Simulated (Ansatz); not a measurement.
`CB[SiH2]O` + `O[SiH3]` → `O[SiH2]BO[SiH3]` + CH₄  (ligand exchange at a B–C bond)

Program: Ansatz. Geometries: PBE0-D4/def2-TZVP. ΔE: electronic, gas phase. CCSD(T)/CBS adds triple-zeta CCSD(T) − MP2 to the extrapolated MP2 energy (def2 sets, frozen cores). This one scheme is used for every species. Functionals use def2-TZVPP. Each species was taken in one conformer, which may not be the lowest.

`CB[SiH2]O`:

Cartesian coordinates in Å:
```
C 0.639 -0.812 1.334
B 0.299 -0.872 -0.179
Si -0.640 0.580 -1.211
O -1.238 1.832 -0.301
H 0.060 -0.100 1.926
H 1.687 -0.464 1.355
H 0.654 -1.786 1.831
H 0.677 -1.824 -0.811
H -1.828 0.024 -1.916
H 0.302 1.094 -2.257
H -0.612 2.327 0.230
```

`O[SiH3]`:

Cartesian coordinates in Å:
```
O -1.058 0.514 -0.509
Si 0.381 -0.105 0.002
H -1.806 0.458 0.086
H 0.867 0.575 1.234
H 1.336 0.120 -1.107
H 0.279 -1.562 0.294
```

`O[SiH2]BO[SiH3]`:

Cartesian coordinates in Å:
```
O 1.952 2.232 1.352
Si 1.035 1.748 0.059
B 0.083 -0.021 0.374
O -0.484 -0.646 -0.680
Si -1.342 -2.062 -0.817
H 1.537 2.211 2.215
H 0.009 2.783 -0.285
H 1.984 1.668 -1.083
H -0.014 -0.533 1.468
H -2.676 -1.731 -1.370
H -1.474 -2.700 0.517
H -0.609 -2.949 -1.750
```

CH₄:

Z-matrix (Å, degrees):
```
C
H 1 1.090
H 1 1.090 2 109.5
H 1 1.090 2 109.5 3 -120.0
H 1 1.090 2 109.5 3 120.0
```

(1) Is it downhill or uphill in electronic energy at CCSD(T)/CBS, and by how much? (Best estimate.)

(2) What do these levels give: PBE-D4, r2SCAN-D4, ωB97X-V, B2PLYP, PBE, HF/def2-TZVPP, MP2/def2-TZVPP, CCSD/def2-TZVPP, CCSD(T)/def2-TZVPP, HF/def2-QZVPP, HF/CBS(def2), MP2/CBS(def2)? (Best estimate.)

Largest T1 diagnostic among the species: 0.013.

Results:

(1) The calculation gave: Downhill: ΔE = -32.1 kcal/mol.

(2) The calculation gave: PBE-D4 -31.0, r2SCAN-D4 -31.7, ωB97X-V -31.9, B2PLYP -33.2, PBE -30.7, HF/def2-TZVPP -33.9, MP2/def2-TZVPP -32.7, CCSD/def2-TZVPP -32.5, CCSD(T)/def2-TZVPP -32.7, HF/def2-QZVPP -34.1, HF/CBS(def2) -34.1, MP2/CBS(def2) -32.1 kcal/mol.

In def2-TZVPP, CCSD(T) changes the Hartree–Fock value by +1.2 kcal/mol (the triples alone add −0.2 kcal/mol) and MP2 by +1.2 kcal/mol.
